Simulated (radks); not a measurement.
Q: The terbium ion Tb2+ is in [Xe] 4f(5/2: 6, 7/2: 3). Calculated with a radial shooting solver on a logarithmic mesh with Libxc functionals: Dirac Kohn-Sham, PBE, spin-unpolarised, spherical densities, finite nucleus; Fermi nuclear charge, rms radius of each element as measured or else 0.836 A^(1/3) + 0.57 fm. Sub-shells are occupied by j as written (lower j first in brackets). One electron is removed from 4f5/2, 5p3/2, 5p1/2, 4f7/2 in turn, with full relaxation. Which removal costs least, and what does each cost?

A: 4f7/2 24.726 eV; 4f5/2 25.575 eV; 5p3/2 43.686 eV; 5p1/2 48.355 eV. The 4f7/2 electron leaves first.
